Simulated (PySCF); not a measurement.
Excitation energy of Ru by level of theory

Ru [Kr] 4d7 5s1 (5F) → Ru [Kr] 4d8 (3F), as a difference of total energies. Computed with PySCF 2.14 in ANO-RCC-VTZP (7s6p4d2f1g, 68 functions), with the spin-free X2C one-electron Hamiltonian (Gaussian nucleus). Correlated levels: valence: [Kr] frozen. The calculations carry no spin-orbit coupling.

| method | excitation energy (cm⁻¹) |
| --- | --- |
| UHF | 18467 |
| MP2 (valence) | 9481.8 |
| SCS-MP2 (valence) | 7396.1 |
| CCSD (valence) | 11442 |
| CCSD(T) (valence) | 10558 |

A first-order spin-orbit estimate (lowest level to lowest level, LS coupling) adds 0.012 eV.
